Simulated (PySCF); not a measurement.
BrH3MgOSi, SMILES [Br][Mg][O][SiH3].

The structure is a stationary point at r2SCAN-D4/def2-SVP. The structure was generated by enumeration; whether it is a known compound was not checked. Other conformers were not sampled.

Level of theory: PBE/def2-TZVP (PySCF).

Isolated molecule, no solvent.

Computed frontier levels, gap, dipole moment and polarisability:
```yaml
highest_occupied_level: -6.86 eV
lowest_empty_level: -2.53 eV
orbital_gap: 4.34 eV
dipole_moment: 0.03 D
quadrupole, principal values (traceless, Buckingham form, about the centre of nuclear charge): -15.69, 7.84, 7.84 D·Å
mean_static_polarisability: 73.2 bohr³ (10.85 Å³)
polarisability_principal_values: 63.0, 63.0, 93.7 bohr³
```
